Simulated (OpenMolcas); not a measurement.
**Ionisation energies of bromine**

| Property | Result |
| --- | --- |
| Program | OpenMolcas 26.06 |
| Basis | ANO-R3 [7s6p5d4f2g] |
| Scalar Hamiltonian | X2C, finite nucleus |
| Spin-orbit coupling | state interaction with AMFI integrals over the reference wave functions, term energies averaged over their components |

Active shells in each charge state: the valence s, p shells, with orbitals averaged over the low states. Where CASPT2's correlated closed shells are named, they are those of the first ion.

A. CASSCF
B. SS-CASPT2, IPEA 0.25 Eh, imaginary shift 0.1 Eh (closed shells correlated: 3s 3p 3d)

Energies in eV between the lowest computed levels (charge -1 gives the electron affinity), named as in B; reference values from the NIST Atomic Spectra Database with their kind.

```json
{"From": "Br- 4s² 4p⁶ ¹S₀", "To": "Br 4s² 4p⁵ ²P°_3/2", "A": "2.275", "B": "3.102", "Spin-orbit share in B": "-0.140", "Reference": ""}
{"From": "Br 4s² 4p⁵ ²P°_3/2", "To": "Br+ 4s² 4p⁴ ³P₂", "A": "10.696", "B": "11.634", "Spin-orbit share in B": "-0.057", "Reference": "11.814 (measured)"}
{"From": "Br+ 4s² 4p⁴ ³P₂", "To": "Br2+ 4s² 4p³ ⁴S°_3/2", "A": "20.215", "B": "21.357", "Spin-orbit share in B": "+0.158", "Reference": "21.591 (measured)"}
{"From": "Br2+ 4s² 4p³ ⁴S°_3/2", "To": "Br3+ 4s² 4p² ³P₀", "A": "33.973", "B": "34.935", "Spin-orbit share in B": "-0.450", "Reference": "34.871 (measured)"}
{"From": "Br3+ 4s² 4p² ³P₀", "To": "Br4+ 4s² 4p ²P°_1/2", "A": "45.885", "B": "46.935", "Spin-orbit share in B": "+0.037", "Reference": "47.782 (measured)"}
{"From": "Br4+ 4s² 4p ²P°_1/2", "To": "Br5+ 4s² ¹S₀", "A": "58.312", "B": "59.565", "Spin-orbit share in B": "+0.452", "Reference": "59.595 (measured)"}
{"From": "Br5+ 4s² ¹S₀", "To": "Br6+ 4s ²S_1/2", "A": "86.462", "B": "87.324", "Spin-orbit share in B": "+0.000", "Reference": "87.390 (measured)"}
{"From": "Br6+ 4s ²S_1/2", "To": "Br7+ 3d¹⁰ ¹S₀", "A": "101.750", "B": "102.872", "Spin-orbit share in B": "+0.000", "Reference": "103.030 (semi-empirical)"}
```

Error against the reference values, in %:

```csv
From,Reference,A,B
Br,measured,-9.5,-1.5
Br+,measured,-6.4,-1.1
Br2+,measured,-2.6,+0.2
Br3+,measured,-4.0,-1.8
Br4+,measured,-2.2,-0.1
Br5+,measured,-1.1,-0.1
Br6+,semi-empirical,-1.2,-0.2
```

Mean absolute error over the 6 measured values: A 1.25 eV, B 0.24 eV. B lies closest.

No diffuse functions were added, so the electron affinity comes out too small, and without dynamic correlation a bound anion can come out unbound.

° marks odd parity.
